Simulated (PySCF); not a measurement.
F₂H₂OSeSi, SMILES O[Si](F)(F)[SeH].

The structure is a stationary point at B3LYP-D3(BJ)/def2-SVP. This is a generated structure with no PubChem entry under its InChIKey; it may be hypothetical. The values are those of a single conformer.

Two levels are set side by side: PBE/def2-TZVP (PySCF) and CAM-B3LYP/def2-TZVP (PySCF). Same geometry, gas phase. Differences are taken from unrounded values.

| quantity | CAM-B3LYP | PBE | PBE minus CAM-B3LYP |
|---|---|---|---|
| orbital gap (eV) | 9.80 | 5.38 | -4.42 |
| highest occupied level (eV) | -9.10 | -6.57 | 2.53 |
| lowest empty level (eV) | 0.70 | -1.19 | -1.89 |
| dipole moment (D) | 2.72 | 2.56 | -0.15 |
| mean polarisability (bohr³) | 49.7 | 52.5 | 2.8 |

PBE's occupied levels lie high since its potential decays too fast outside the molecule; exact exchange lowers them and widens the gap. Loosely held outer electrons make PBE densities more polarisable. Differences between two approximate levels are no errors against the true value.

Rough cost on one machine, each run with all the roots and properties that it gave: CAM-B3LYP against PBE within a factor of 2.
